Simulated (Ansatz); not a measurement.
Geometry optimisation, RKS CAM-B3LYP/def2-SVP (Ansatz).

Input:

```yaml
crystal:
  periodic: [false, false, false]
  atoms:
    - { symbol: Ge, position_ang: [0.0, 0.0, 0.0] }
    - { symbol: H, position_ang: [0.0, 0.0, 1.55] }
    - { symbol: O, position_ang: [1.6691, 0.0, -0.5894] }
    - { symbol: H, position_ang: [1.9855, -0.9521, -0.7061] }
    - { symbol: O, position_ang: [-0.8337, 1.4443, -0.5894] }
    - { symbol: H, position_ang: [-1.7915, 1.2136, -0.8118] }
    - { symbol: O, position_ang: [-0.8337, -1.4443, -0.5894] }
    - { symbol: H, position_ang: [-1.2883, -1.91, 0.183] }
basis:
  gaussian: { orbitals: def2-SVP }
hamiltonian:
  xc: cam_b3lyp
relax:
  f_tol: 0.02
  max_steps: 40
```

Command:

```bash
$ ansatz run input.yaml --threads 2 --pin off --max-ram 3072MiB --backend cpu --events-out ev --progress --plain --runs-dir out
```

**Question.** Where does it end, and by what steps?

**Answer.** The run converged. After 12 steps the energy has fallen by 0.338 eV; H6 moved furthest, 0.86 Å.

```json
{"step": "0", "energy less start (eV)": "0.0000", "largest force component (eV/Å)": "1.909", "accepted": "yes"}
{"step": "1", "energy less start (eV)": "-0.1663", "largest force component (eV/Å)": "0.899", "accepted": "yes"}
{"step": "2", "energy less start (eV)": "-0.1988", "largest force component (eV/Å)": "0.190", "accepted": "yes"}
{"step": "3", "energy less start (eV)": "-0.2229", "largest force component (eV/Å)": "0.332", "accepted": "yes"}
{"step": "4", "energy less start (eV)": "-0.2383", "largest force component (eV/Å)": "0.216", "accepted": "yes"}
{"step": "5", "energy less start (eV)": "-0.2842", "largest force component (eV/Å)": "0.164", "accepted": "yes"}
{"step": "6", "energy less start (eV)": "-0.3043", "largest force component (eV/Å)": "0.313", "accepted": "yes"}
{"step": "7", "energy less start (eV)": "-0.3310", "largest force component (eV/Å)": "0.107", "accepted": "yes"}
{"step": "8", "energy less start (eV)": "-0.3283", "largest force component (eV/Å)": "0.225", "accepted": "no"}
{"step": "9", "energy less start (eV)": "-0.3358", "largest force component (eV/Å)": "0.156", "accepted": "yes"}
{"step": "10", "energy less start (eV)": "-0.3370", "largest force component (eV/Å)": "0.039", "accepted": "yes"}
{"step": "11", "energy less start (eV)": "-0.3379", "largest force component (eV/Å)": "0.021", "accepted": "yes"}
{"step": "12", "energy less start (eV)": "-0.3381", "largest force component (eV/Å)": "0.016", "accepted": "yes"}
```

```xyz
8
Properties=species:S:1:pos:R:3
Ge -0.046 -0.069 0.230
H 0.072 0.112 1.738
O 1.488 0.070 -0.615
H 1.706 -0.737 -1.099
O -1.144 1.189 -0.324
H -1.075 1.368 -1.270
O -0.603 -1.674 -0.255
H -1.491 -1.908 0.041
```

Run time: 36 s on 2 threads of Arm Neoverse V1 (shared host), peak memory 0.23 GiB.
